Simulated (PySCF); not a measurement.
Species: C7H16OS.
Structure used (PBE0-D3(BJ)/def2-SVP), in Å, numbered top down from 1:
```
atom  x, y, z in Å
C1    -4.259   -0.201   -0.742
C2    -3.075   -1.041   -0.290
C3    -1.737   -0.463   -0.731
C4    -0.505   -1.220   -0.228
C5    -0.454   -2.661   -0.725
C6     0.755   -0.455   -0.609
S7     2.203   -1.127    0.282
C8     3.364    0.179   -0.202
O9     1.918   -0.916    1.744
H10   -4.290   -0.115   -1.841
H11   -4.203    0.822   -0.335
H12   -5.215   -0.637   -0.416
H13   -3.187   -2.067   -0.679
H14   -3.080   -1.134    0.811
H15   -1.673    0.584   -0.384
H16   -1.706   -0.415   -1.836
H17   -0.534   -1.229    0.877
H18   -0.462   -2.697   -1.828
H19   -1.313   -3.245   -0.363
H20    0.457   -3.174   -0.380
H21    0.679    0.603   -0.309
H22    0.966   -0.512   -1.691
H23    4.302   -0.032    0.328
H24    2.960    1.146    0.132
H25    3.531    0.164   -1.288
```

The closed-shell ground state was solved at several levels (PySCF, density fitting, gas phase, non-relativistic).

| level | basis functions | total energy (Eh) | HOMO (eV) | LUMO (eV) | gap (eV) | dipole (D) |
| --- | --- | --- | --- | --- | --- | --- |
| CAM-B3LYP/def2-SVPD | 318 | -749.2149 | -7.97 | 1.09 | 9.06 | 4.01 |
| B97-2/pcSseg-1 | 240 | -749.5973 | -6.19 | 0.97 | 7.16 | 3.74 |

Task: Estimate the row for PBE0/pcSseg-1, a basis of 240 functions; the other rows only guide the guess.

Result: Total energy -749.1344 Eh, HOMO -6.45 eV, LUMO 0.99 eV, gap 7.44 eV, dipole 3.75 D.

Task: Over all these levels, which gives the widest orbital gap and which the narrowest?

Result: CAM-B3LYP/def2-SVPD (range-separated hybrid) has the widest, 9.06 eV, and B97-2/pcSseg-1 (global hybrid, 21 % exact exchange) the narrowest, 7.16 eV. Functional and basis both differ between the two, so the spread mixes both effects.

Task: How far do the dipole and the HOMO energy spread over the levels?

Result: The dipole runs from 3.74 to 4.01 D (mean 3.84 D) and the HOMO from -7.97 to -6.19 eV.

One conformer stands for the species.
